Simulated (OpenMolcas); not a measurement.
Cr2+ (d4) among equal point charges was computed by CASSCF with the d shell active (OpenMolcas, ANO-RCC-VDZP on the metal). Its lowest spin-free states, and all those of the highest spin:

```tsv
2S+1	Degeneracy	E (cm-1)
5	2	0.0
5	2	6094
5	1	8930
3	1	14155
3	2	15839
3	1	19251
3	2	19395
3	2	20037
3	1	21233
3	2	21529
3	1	23061
3	1	24201
```

Task: Is the site octahedral, tetrahedral or cube-like, axial, or of lower symmetry?

Result: The states with 2S+1 = 5 have orbital degeneracies 2, 2, 1. There are pairs but no triples, so the site is axial: not cubic, but with a proper or improper axis of order three or more. The run had Cr2+ among 6 point charges of -1.5 e arranged as a trigonal antiprism (D3d), 1.96 Å from the ion, with a polar angle of 59.1° against the regular 54.74°.

An orbital doublet at a regular site is open to a Jahn-Teller distortion, which this geometry leaves out. Without dynamic correlation the repulsion within the d shell is too large (B by tens of per cent), so at a given field states of lower spin stand too high. Point charges carry no covalency, so the field is a model and not that of real ligands. No measured value stands beside these numbers.
